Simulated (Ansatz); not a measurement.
System: B₂H₃ (charge 0, doublet). It need not be the lowest isomer of its formula. 
Structure (B3LYP-D3(BJ)/def2-TZVP (Ansatz, a quantum-chemistry and plane-wave program) minimum search):
```
B
H 1 1.1953
H 1 1.1953 2 118.30
B 1 1.5608 2 120.85 3 180.00
H 4 1.1764 3 154.73 1 -180.00
```
Charge 0, spin multiplicity 2.

Basis-set convergence of Hartree-Fock and MP2 correlation energies (hartree) with Ansatz. Valence correlation only, unless marked. UHF or UKS for open shells. No spin-orbit coupling. Non-relativistic.

```
basis    functions      E(HF)  E(corr, MP2)
-------  ---------  ---------  ------------
cc-pVDZ         43  -51.02108      -0.14544
cc-pVTZ        102  -51.03531      -0.18020
cc-pVQZ        200  -51.03845      -0.19215
```

Extrapolating the two largest sets (X = 3 and 4) as X^-3: E(corr) = (64·(-0.19215) - 27·(-0.18020))/37 = -0.2009 Eh, an estimate of the basis-set limit. The largest set recovers 95.7 % of it, the smallest 72.4 %.
